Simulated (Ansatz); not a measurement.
`[SiH3]O[B]Cl` radical. Charge 0, multiplicity 2.

Cartesian coordinates in Å:
```
Si 0.811 -0.650 -0.142
O -0.264 0.539 0.318
B -1.504 0.840 -0.034
Cl -2.397 2.185 0.635
H 1.175 -1.404 1.078
H 0.180 -1.539 -1.145
H 1.998 0.028 -0.709
```

Question: What are the harmonic wavenumbers in cm⁻¹ at PBE0-D4/def2-TZVP (Ansatz, finite differences of forces, unscaled)? (An estimate is asked.)

Answer: Computed: 64, 90, 114, 310, 698, 723, 765, 867, 949, 953, 960, 1418, 2252, 2265, 2267.

Question: Is this a minimum?

Answer: Yes, all 15 modes are real.

Question: Give the ideal-gas thermochemistry at 298.15 K and 1 bar (rigid rotor, harmonic oscillator; point group Cs, symmetry number 1).

Answer: Zero-point energy 87.9 kJ/mol; H(298) − E = 106.2 kJ/mol; entropy 335.9 J/(mol·K), of which translation 165.4, rotation 106.5, vibration 58.2, electronic 5.8; G(298) − E = 6.0 kJ/mol. Modes under 100 cm⁻¹ are hindered rotations or soft bends, so the harmonic entropy is rough.
